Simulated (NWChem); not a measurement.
HTeSeF; SMILES F[Te][SeH]

```xyz
4

Te    -0.3138     0.8323    -0.0070
F      1.5194     1.5016    -0.0110
Se     0.0728    -1.6171    -0.0285
H      0.1683    -1.8138     1.4330
```
Atoms are numbered in this order, from 1.

All runs use the structure optimised with PBE0/def2-SVP. Not confirmed as a minimum by frequencies. def2 effective core potentials on Te; no spin-orbit coupling.

### Question
List the 4 lowest vertical singlet excitations from PBE0/def2-SVPD with def2 effective core potentials on Te, TDA (NWChem).

### Answer
| state | energy (eV) | oscillator strength | leading excitation (squared amplitude) |
|---|---|---|---|
| S1 | 2.90 | 0.001 | HOMO → LUMO (0.95) |
| S2 | 3.34 | 0.001 | HOMO → LUMO+1 (0.95) |
| S3 | 4.47 | 0.004 | HOMO−1 → LUMO+1 (0.95) |
| S4 | 4.67 | 0.023 | HOMO−1 → LUMO (0.84) |
